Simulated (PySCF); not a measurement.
Gas-phase reaction: GeO + F + 3 H → GeH3F + O

Computed with PySCF (xtb for GFN2) and rigid-rotor harmonic-oscillator thermochemistry at 1 bar. † marks an energy on the PBE0/def2-TZVP geometry and frequencies; other levels use their own. MP2 and CCSD(T) freeze the core. Open shells (unrestricted): F (multiplicity 2), H (multiplicity 2), O (multiplicity 3); the rest are closed-shell singlets. GFN2 has no spin-polarisation term. Spin-orbit splitting is ignored; it lowers the true energy and changes the entropy of F, O. Ge: all electrons, no relativistic terms. MP2 isn't extrapolated to the basis-set limit. CCSD(T) isn't extrapolated to the basis-set limit. Warning, large T1 diagnostic: GeO (CCSD(T)/def2-SVP†).

```tsv
level	ΔH°(298 K), kJ
CCSD(T)/def2-SVP†	-670
GFN2-xTB	(withheld)
HF/def2-TZVP†	(withheld)
MP2/def2-SVP†	(withheld)
MP2/def2-TZVPP†	-642
PBE/def2-SVP	-637
PBE/def2-TZVP†	-633
r2SCAN/def2-TZVP†	(withheld)
```

Fill in the missing entries.


- GFN2-xTB, ΔH°(298 K), kJ: -338
- HF/def2-TZVP†, ΔH°(298 K), kJ: -682
- MP2/def2-SVP†, ΔH°(298 K), kJ: -620
- r2SCAN/def2-TZVP†, ΔH°(298 K), kJ: -689
